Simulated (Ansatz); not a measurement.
Relaxation of Cl$_{4}$H$_{4}$OSi$_{2}$ (11 atoms, charge 0, multiplicity 1), to a largest force component of 0.03 eV/Å in at most 50 steps.

Level of theory: Ansatz 0.2.0, RHF/def2-SVP.

```xyz
11
Properties=species:S:1:pos:R:3
Si 0.489 0.132 -0.071
Cl 0.474 0.029 2.028
Cl 2.463 0.367 -0.576
Cl -0.492 1.760 -0.782
Cl -0.089 -1.616 -0.940
O -2.243 -0.224 0.804
Si -3.543 -0.978 0.098
H -3.303 -2.427 -0.058
H -4.757 -0.792 0.924
H -3.726 -0.357 -1.224
H -2.059 -0.327 1.748
```

Question: Where does it end, and by what steps?

Answer: The run converged. The force dipped under the threshold on the way, but the program's further checks kept it going. After 8 steps the energy has fallen by 0.186 eV; Si1 moved furthest, 0.38 Å.

```csv
step,energy less start (eV),largest force component (eV/Å),accepted
0,0.0000,1.384,yes
1,-0.1413,0.301,yes
2,-0.1674,0.600,yes
3,-0.1815,0.166,yes
4,-0.1828,0.158,yes
5,-0.1841,0.050,yes
6,-0.1854,0.030,yes
7,-0.1856,0.009,yes
8,-0.1859,0.027,yes
```

```xyz
11
Properties=species:S:1:pos:R:3
Si 0.855 0.231 -0.139
Cl 0.760 0.074 1.894
Cl 2.808 0.499 -0.663
Cl -0.221 1.827 -0.784
Cl 0.187 -1.487 -1.006
O -2.538 -0.300 0.949
Si -3.789 -1.031 0.150
H -3.610 -2.502 0.106
H -5.084 -0.746 0.815
H -3.800 -0.484 -1.219
H -2.354 -0.513 1.849
```

Whether the end is a true minimum wasn't checked by a vibrational analysis.

Run time: 14 s on 4 threads of Arm Neoverse V2, on a shared host, peak memory 0.42 GiB.
